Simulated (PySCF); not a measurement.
## Nuclear quadrupole coupling in `C=C/C(C)=C(\Cl)C(=O)F`

C₆H₆ClFO.
Cartesian coordinates in Å at the GFN2-xTB level; atoms count from 1:
```
atom  x, y, z in Å
C1     2.162    1.216   -0.186
C2     1.499    0.062   -0.131
C3     0.062   -0.086   -0.264
C4    -0.720    1.094   -0.739
C5    -0.533   -1.272    0.043
Cl6    0.394   -2.634    0.598
C7    -1.965   -1.527   -0.045
O8    -2.858   -0.780   -0.284
F9    -2.268   -2.832    0.195
H10    3.231    1.241   -0.067
H11    1.678    2.167   -0.327
H12    2.050   -0.851    0.045
H13   -0.167    1.616   -1.516
H14   -0.875    1.783    0.091
H15   -1.694    0.809   -1.120
```

Field gradients from the PBE0/pcSseg-1 density (PySCF, non-relativistic), principal values in atomic units, ordered |Vxx| ≤ |Vyy| ≤ |Vzz|:

```json
{"atom": "Cl6", "Vxx": "-1.7963", "Vyy": "-2.3122", "Vzz": "4.1084"}
{"atom": "O8", "Vxx": "0.5791", "Vyy": "0.9780", "Vzz": "-1.5571"}
```

Problem. Find the asymmetry η = (Vxx − Vyy)/Vzz and the couplings χ = eQV/h (234.96 MHz × Q in barn × V in au), with Q(35Cl) = −0.0817 b, Q(17O) = −0.0256 b.

Solution. 
| atom | environment | nucleus | η | χzz (MHz) | χxx (MHz) | χyy (MHz) |
| --- | --- | --- | --- | --- | --- | --- |
| Cl6 | vinyl chlorine | 35Cl | 0.13 | -78.87 | 34.48 | 44.39 |
| O8 | carbonyl oxygen | 17O | 0.26 | 9.37 | -3.48 | -5.88 |

Problem. What is Vzz at O8 in SI units (1 au = 9.71736 × 10²¹ V/m²)?

Solution. -1.5571 au = -15.131 × 10²¹ V/m².

Problem. And the gradient at the other heavy atoms, for which no coupling is worked out here?

Solution. 
```tsv
atom	environment	Vzz (au)	η
C1	terminal =CH2 carbon	0.396	0.24
C2	alkene CH carbon	0.319	0.58
C3	fully substituted alkene carbon	0.419	0.03
C4	allylic carbon	0.140	0.82
C5	vinylic C–Cl carbon	0.344	0.46
C7	acyl halide carbon	-0.466	0.28
F9	acyl fluorine	2.610	0.37
```

Were the hydrogens deuterons (Q(2H) = 0.00286 b), χzz would run from 205 kHz (H15) to 225 kHz (H10 and H11).

Geometry: GFN2-xTB, one conformer, isolated molecule. GFN2-xTB bond lengths can be off by several hundredths of an ångström, more for odd bonds, and the gradients follow them. The small basis limits the accuracy of the gradients.
